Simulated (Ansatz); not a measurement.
`C[CH2][InH][F]` + H–F → `[F][InH][F]` + `CC` at 298.15 K and 1 bar (ligand exchange at the In–C bond).

Computed with Ansatz on PBE0-D4/def2-TZVP structures; ΔE is electronic, products minus reactants. CCSD(T)/CBS is the MP2 limit (def2-TZVPP, def2-QZVPP) plus CCSD(T) − MP2 in def2-TZVPP, frozen cores. This one scheme is used for every species. Elements past krypton have def2 core potentials. For In outer-core shells are correlated without core-valence functions, which leaves a few kJ/mol of doubt a bond. One conformer a species, not always the lowest.

```csv
species,CCSD(T)/CBS energy (Eh),H − E (kJ/mol),S (J/(mol·K))
`C[CH2][InH][F]`,-369.34165,209.9,357.3
H–F,-100.39570,33.5,173.6
`[F][InH][F]`,-390.04654,38.6,291.8
`CC`,-79.71954,207.7,227.7
```

H − E and S are ideal-gas, rigid-rotor, harmonic terms from PBE0-D4/def2-TZVP, for one conformer and one mirror image of each species. 1 Eh = 2625.50 kJ/mol, R = 8.31446 J/(mol·K).

Task: By hand: ΔE, ΔH, ΔS and ΔG.

Result: ΔE = (-390.04654) + (-79.71954) − (-369.34165) − (-100.39570) = -0.02873 Eh = -75.4 kJ/mol. Δ(H − E) = 38.6 + 207.7 − 209.9 − 33.5 = 2.9, so ΔH = -72.5 kJ/mol. ΔS = 291.8 + 227.7 − 357.3 − 173.6 = -11.4 J/(mol·K). ΔG = -72.5 − 298.15 × (-11.4)/1000 = -69.1 kJ/mol.

Task: By hand: the equilibrium constant, and the temperature at which ΔG would vanish if ΔH and ΔS stayed fixed.

Result: log₁₀ K = −ΔG/(RT ln 10) = 12.1. ΔG = 0 at ΔH/ΔS = 6360 K, far beyond where these terms or the molecules hold.

The number of gas molecules stays the same, so ΔS is small and ΔH decides. A doubt of 5 kJ/mol in ΔE shifts log₁₀ K by 0.9 here. Other conformers and mirror images would add mixing entropy, several J/(mol·K) or more a flexible species. Modes under 60 cm⁻¹, often nearly free rotors, make the harmonic entropy too high. These are equilibria of isolated gas molecules and say nothing of rates. Largest T1 diagnostic: 0.017 (customary marks: 0.02 for closed shells, 0.045 for open ones).
